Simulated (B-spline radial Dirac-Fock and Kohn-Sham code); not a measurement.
## Core-level shifts of rhenium with charge state

Model: Dirac-Fock energy differences between relaxed states, corrected for Breit and QED terms. Program: a radial finite-basis atomic code. Each ion is free and in its tabulated ground configuration. Electron correlation is not included.

Reference: Re⁵⁷⁺, [Ne] 3s2 3p6, with 1s 75955.7 eV, 2s 16681.2 eV. Shifts from it, in eV (a dash: the subshell is empty, belongs to an open shell averaged over j, or its hole state is left out as unreliable):

```
  ion  configuration       1s       2s
Re⁵⁸⁺   [Ne] 3s2 3p5   +199.3   +168.1
Re⁵⁹⁺   [Ne] 3s2 3p4   +400.7   +337.5
Re⁶⁰⁺   [Ne] 3s2 3p3   +604.1   +508.4
Re⁶¹⁺   [Ne] 3s2 3p2   +809.6   +680.7
Re⁶²⁺   [Ne] 3s2 3p1  +1017.1   +854.4
Re⁶³⁺       [Ne] 3s2  +1226.6  +1029.6
Re⁶⁴⁺       [Ne] 3s1        –        –
Re⁶⁵⁺   [He] 2s2 2p6  +1632.1  +1362.3
Re⁶⁶⁺   [He] 2s2 2p5  +2123.0  +1674.0
Re⁶⁷⁺   [He] 2s2 2p4  +2619.0  +1988.2
```

Values without a named source are computed, but for edge energies of neutral atoms, which are taken from tables.
